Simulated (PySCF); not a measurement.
C₂H₇NSi₂, SMILES [SiH2]([SiH2]C#N)C, GFN2-xTB optimised geometry.

```
12

C      1.78    -1.12     0.00
Si    -0.11    -1.12     0.00
Si    -0.92     1.05     0.00
C      0.29     2.13     0.92
N      1.07     2.75     1.50
H      2.18    -0.58     0.86
H      2.18    -0.65    -0.89
H      2.18    -2.13     0.04
H     -0.59    -1.85    -1.19
H     -0.59    -1.87     1.17
H     -1.02     1.72    -1.31
H     -2.18     1.28     0.72
```

Density from PBE/def2-TZVP (PySCF 2.14.0) at that geometry.

Minimum of the electron density along straight lines between bonded atoms, close to the bond critical point (lines longer than 1.1 times the sum of covalent radii, or with two minima, are not listed):

| bond | length / Å | ρ at the minimum / e bohr⁻³ | ∇²ρ there / e bohr⁻⁵ | position (fraction from the first atom) |
|---|---|---|---|---|
| C1–Si2 | 1.898 | 0.115 | 0.14 | 0.61 |
| Si2–Si3 | 2.320 | 0.094 | -0.17 | 0.40 |
| Si3–C4 | 1.869 | 0.108 | 0.27 | 0.39 |
| C4–N5 | 1.146 | 0.503 | -0.14 | 0.35 |
| C1–H6 | 1.087 | 0.274 | -0.90 | 0.64 |
| C1–H7 | 1.087 | 0.273 | -0.90 | 0.64 |
| C1–H8 | 1.087 | 0.273 | -0.90 | 0.64 |
| Si2–H9 | 1.471 | 0.122 | 0.17 | 0.50 |
| Si2–H10 | 1.470 | 0.122 | 0.17 | 0.50 |
| Si3–H11 | 1.469 | 0.123 | 0.17 | 0.50 |
| Si3–H12 | 1.467 | 0.123 | 0.17 | 0.50 |
